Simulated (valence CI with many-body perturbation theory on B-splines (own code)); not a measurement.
**Level structure of Bi⁶⁰⁺**

Method: relativistic CI+MBPT: five valence electrons over a frozen Dirac-Fock core [Ar], radial functions for each j: 7 s, 7 p, 8 d, 6 f, 4 g, 1 h, with the one-electron correlation potential Σ1, the two-electron term Σ2, the three-electron term Σ3, Breit, model QED; selected CI, second order for the rest, scaled by the run's own slope (own B-spline code, finite nucleus).

The last digits are not significant, and no measured levels were compared; by estimate large intervals hold to a few tenths of a per cent, small ones and those within an open d or f shell to about a per cent. Excitations out of the core, of the other parity, are not computed and may begin above about 292 eV (a cautious bound); beyond it only levels of the ground parity were kept, without lifetimes. Only levels of the ground parity were solved; by the run's estimate the other parity begins above the list, which can be wrong where configurations are misplaced.

Levels 1 to 37 of 37, with energies above the lowest level, (3d3/2^4 3d5/2) J=5/2. "Leading %" is the weight of the configuration and term that name the level; weights of strongly mixed levels are sums over their largest components and can fall short. In the jj column 3d3/2^4 stands for four electrons in 3d with j = 3/2.

```tsv
No.	Configuration	Term	J	E (eV)	Leading %	Second component	Leading jj
1	3d⁵	²D	5/2	0.00	27	23 % 3d⁵ ⁴P	3d3/2^4 3d5/2 (99 %)
2	3d⁵	⁶S	5/2	108.12	31	22 % 3d⁵ ²F	3d3/2^3 3d5/2^2 (98 %)
3	3d⁵	⁴G	7/2	120.92	30	26 % 3d⁵ ²F	3d3/2^3 3d5/2^2 (100 %)
4	3d⁵	²H	11/2	121.84	46	29 % 3d⁵ ⁴G	3d3/2^3 3d5/2^2 (100 %)
5	3d⁵	⁴D	3/2	123.60	37	27 % 3d⁵ ⁴P	3d3/2^3 3d5/2^2 (100 %)
6	3d⁵	²G	9/2	129.01	35	23 % 3d⁵ ⁴G	3d3/2^3 3d5/2^2 (99 %)
7	3d⁵	²D	5/2	133.94	39	22 % 3d⁵ ⁴D	3d3/2^3 3d5/2^2 (98 %)
8	3d⁵	²F	7/2	138.74	39	36 % 3d⁵ ²G	3d3/2^3 3d5/2^2 (99 %)
9	3d⁵	⁴P	1/2	139.58	36	35 % 3d⁵ ²S	3d3/2^3 3d5/2^2 (96 %)
10	3d⁵	²D	3/2	160.69	66	16 % 3d⁵ ⁴F	3d3/2^3 3d5/2^2 (96 %)
11	3d⁵	⁶S	5/2	227.66	38	26 % 3d⁵ ⁴G	3d3/2^2 3d5/2^3 (97 %)
12	3d⁵	⁴G	11/2	237.79	51	49 % 3d⁵ ²I	3d3/2^2 3d5/2^3 (100 %)
13	3d⁵	⁴D	7/2	237.96	52	43 % 3d⁵ ⁴G	3d3/2^2 3d5/2^3 (100 %)
14	3d⁵	⁴G	9/2	240.32	65	34 % 3d⁵ ²G	3d3/2^2 3d5/2^3 (99 %)
15	3d⁵	²I	13/2	243.16	100		3d3/2^2 3d5/2^3 (100 %)
16	3d⁵	⁴D	1/2	247.11	79	18 % 3d⁵ ²S	3d3/2^2 3d5/2^3 (99 %)
17	3d⁵	⁴P	3/2	248.33	54	36 % 3d⁵ ⁴F	3d3/2^2 3d5/2^3 (99 %)
18	3d⁵	²F	5/2	249.17	42	34 % 3d⁵ ⁴D	3d3/2^2 3d5/2^3 (99 %)
19	3d⁵	²H	9/2	255.04	53	47 % 3d⁵ ⁴F	3d3/2^2 3d5/2^3 (100 %)
20	3d⁵	²G	7/2	257.80	61	36 % 3d⁵ ²F	3d3/2^2 3d5/2^3 (100 %)
21	3d⁵	²D	3/2	260.63	82	17 % 3d⁵ ⁴D	3d3/2^2 3d5/2^3 (96 %)
22	3d⁵	⁴F	5/2	260.96	66	26 % 3d⁵ ²D	3d3/2^2 3d5/2^3 (99 %)
23	3d⁵	²G	7/2	268.25	49	32 % 3d⁵ ²F	3d3/2^2 3d5/2^3 (98 %)
24	3d⁵	⁴P	1/2	268.58	49	43 % 3d⁵ ²P	3d3/2^2 3d5/2^3 (94 %)
25	3d⁵	²G	9/2	278.59	81	10 % 3d⁵ ⁴F	3d3/2^2 3d5/2^3 (99 %)
26	3d⁵	²P	3/2	296.71	74	23 % 3d⁵ ²D	3d3/2^2 3d5/2^3 (99 %)
27	3d⁵	²D	5/2	301.91	82	9 % 3d⁵ ²F	3d3/2^2 3d5/2^3 (98 %)
28	3d⁵	⁴P	5/2	359.51	33	25 % 3d⁵ ²F	3d3/2 3d5/2^4 (98 %)
29	3d⁵	²F	7/2	370.20	28	25 % 3d⁵ ⁴F	3d3/2 3d5/2^4 (100 %)
30	3d⁵	²H	11/2	371.30	53	27 % 3d⁵ ²I	3d3/2 3d5/2^4 (100 %)
31	3d⁵	⁴D	3/2	373.94	32	27 % 3d⁵ ²D	3d3/2 3d5/2^4 (99 %)
32	3d⁵	²G	9/2	379.83	49	20 % 3d⁵ ⁴F	3d3/2 3d5/2^4 (99 %)
33	3d⁵	²D	5/2	385.44	56	23 % 3d⁵ ²F	3d3/2 3d5/2^4 (98 %)
34	3d⁵	²G	7/2	389.52	48	36 % 3d⁵ ²F	3d3/2 3d5/2^4 (99 %)
35	3d⁵	²P	1/2	397.22	42	39 % 3d⁵ ²S	3d3/2 3d5/2^4 (96 %)
36	3d⁵	²D	3/2	416.70	74	16 % 3d⁵ ²P	3d3/2 3d5/2^4 (98 %)
37	3d⁵	²D	5/2	500.83	35	24 % 3d⁵ ²F	3d5/2^5 (99 %)
```

The ionisation energy to 3d⁴ ³P0 of the next ion comes out as 6358.5 eV (NIST: 6358 ± 10 eV (theoretical)). All 37 levels together are meant to be complete up to 291.50 eV.
